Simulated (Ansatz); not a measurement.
Ansatz (a program for electronic structure) input (wB97M-V/def2-TZVPD):

Ansatz 0.2 input:
```yaml
crystal:
  periodic: [false, false, false]
  atoms:
    - {symbol: C, position_ang: [1.60886790, -1.15479915, 0.59394855]}
    - {symbol: N, position_ang: [0.98049839, -0.06112406, -0.12367828]}
    - {symbol: B, position_ang: [-0.37323613, 0.29639460, -0.17186816]}
    - {symbol: C, position_ang: [-0.79036807, 1.56391772, -1.02031603]}
    - {symbol: C, position_ang: [-1.47096730, -0.52584462, 0.62121105]}
    - {symbol: H, position_ang: [2.33145013, -0.78879463, 1.32927218]}
    - {symbol: H, position_ang: [2.13308717, -1.83342564, -0.08536491]}
    - {symbol: H, position_ang: [0.85428725, -1.72872999, 1.12655064]}
    - {symbol: H, position_ang: [1.63654448, 0.50917233, -0.63591671]}
    - {symbol: H, position_ang: [-1.34872421, 2.27609197, -0.40372672]}
    - {symbol: H, position_ang: [0.04808937, 2.10131168, -1.47180031]}
    - {symbol: H, position_ang: [-1.47233099, 1.27516532, -1.82727866]}
    - {symbol: H, position_ang: [-1.30240778, -1.60536826, 0.62480963]}
    - {symbol: H, position_ang: [-2.47397586, -0.34841598, 0.22821620]}
    - {symbol: H, position_ang: [-1.48852291, -0.21075515, 1.67126618]}
basis:
  gaussian:
    orbitals: def2-TZVPD
hamiltonian:
  xc: {name: wB97M-V}
magnetization: {spin_polarized: true, initial_magnetization: 2}
```

End of the output:

```
integrals: 0.27 GiB planned
1376 factors; their error is unknown
integrals: 0.31 GiB planned
597 factors; integrals over basis functions are off by at most 3.3e-6 eV
0.52 GiB of the device are held for the grids
1.78 GiB of device memory are held for the factors and their scratch space
mean field: 2.41 GiB planned
mean field evaluation 1: about -5425.8014 eV, gradient 4.2e1 eV
mean field evaluation 2: about -5424.5135 eV, gradient 4.2e1 eV
mean field evaluation 4: about -5434.4769 eV, gradient 2.9e0 eV
mean field evaluation 8: about -5434.6037 eV, gradient 2.8e-1 eV
mean field evaluation 16: about -5434.5801 eV, gradient 4.1e-1 eV
mean field evaluation 32: about -5434.6202 eV, gradient 5.5e-2 eV
mean field evaluation 64: about -5434.6222 eV, gradient 2.2e-1 eV
mean field -5434.63908765 eV, -199.7193027403 hartree, gradient 4.3e-6 eV, S^2 2.004031; 6 other end points of the search recorded, 0 dependent functions left out
reference -5434.63915898 eV, -199.7193053618 hartree; 21, 19 occupied and 254, 256 virtual orbitals, 1376 factors
Total energy: -5434.63915898 eV, -199.7193053618 hartree
```

This state (charge 0, triplet) is run at the relaxed geometry of the species with charge 0 and multiplicity 1, and is a spin state other than that species' own.
